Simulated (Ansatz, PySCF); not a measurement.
Pair of molecules: HCl (SMILES Cl) (first 2 atoms) with SiH4 (SMILES [SiH4]); geometry from B3LYP-D3(BJ)/def2-TZVP, rigid monomers moved along the line of their centres of mass till Cl1···Si3 is 5.28 Å.
(charge 0, multiplicity 1):
```xyz
7

Cl    -0.06854    -0.33803    -0.32481
H     -0.67544    -1.32229     0.22906
Si     0.06142     0.36588     4.90235
H      0.87731     1.47541     4.36548
H     -1.31959     0.45695     4.37737
H      0.02621     0.44350     6.38112
H      0.65104    -0.93103     4.49899
```

Counterpoise-corrected where a basis set is named; no monomer relaxation.

Cores are frozen in the correlated methods. CBS(a, b) extrapolates the correlation energy as X⁻³ and adds the Hartree–Fock energy of set b.

Run with Ansatz (Gaussian orbitals); PySCF for the dispersion terms. 

PBE/def2-TZVPPD gives -0.5 kJ/mol for the interaction energy.

Task: Where do these levels fall relative to PBE: PBE-D3(BJ)/def2-TZVPPD, r2SCAN/def2-TZVPPD, PBE0/def2-TZVPPD, wB97M-V/def2-TZVPPD, MP2/CBS(aug-cc-pV(D+d)Z, aug-cc-pV(T+d)Z), CCSD(T)/CBS(aug-cc-pV(D+d)Z, aug-cc-pV(T+d)Z).

Result: PBE-D3(BJ)/def2-TZVPPD -0.7; r2SCAN/def2-TZVPPD 0.0; PBE0/def2-TZVPPD 0.1; wB97M-V/def2-TZVPPD -0.4; MP2/CBS(aug-cc-pV(D+d)Z, aug-cc-pV(T+d)Z) -0.4; CCSD(T)/CBS(aug-cc-pV(D+d)Z, aug-cc-pV(T+d)Z) -0.4 kJ/mol. 2 of 6 lie above PBE; the widest gap is to PBE-D3(BJ)/def2-TZVPPD.

Ansatz is a first-principles code.
